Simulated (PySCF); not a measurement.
**Ag (silver, neutral) across methods**

[Kr] 4d9 5s2, 2D determinant (an excited configuration). All numbers are calculated (PySCF 2.14, scalar relativity through the core potential, in def2-QZVPPD with the def2 core potential (28 electrons) (7s5p4d4f2g, 88 functions)).

| method | E (hartree) | mean ε 4d β (eV) | mean ε 5s α (eV) | mean ε 5s β (eV) | Σ⟨r²⟩ (bohr²) | ⟨S²⟩ |
| --- | --- | --- | --- | --- | --- | --- |
| LDA | -146.5696 | -10.329 | -5.990 | -5.783 | 48.97 | 0.751 |
| PBE0 | -146.8239 | -12.238 | -6.383 | -6.148 | 49.33 | 0.751 |
| wB97X-V | -146.7939 | -14.741 | -8.298 | -8.106 | 49.42 | 0.751 |
| r2SCAN | -146.8778 | -10.554 | -5.894 | -5.693 | 48.88 | 0.752 |
| TPSSh | -146.7738 | -11.037 | -5.921 | -5.683 | 49.22 | 0.751 |
| BHandHLYP | -146.7425 | -14.172 | -6.999 | -6.791 | 49.71 | 0.752 |
| PBE | -146.8441 | -10.218 | -5.708 | -5.488 | 49.28 | 0.751 |
| PW91 | -146.9121 | -10.286 | -5.774 | -5.553 | 49.23 | 0.751 |

(1) Estimate the same row for UHF.

Energies and moments cover only the electrons outside the core potential.

Results:

(1) E (hartree) = -145.98250; mean ε 4d β (eV) = -17.566; mean ε 5s α (eV) = -7.647; mean ε 5s β (eV) = -7.325; Σ⟨r²⟩ (bohr²) = 51.19; ⟨S²⟩ = 0.753.
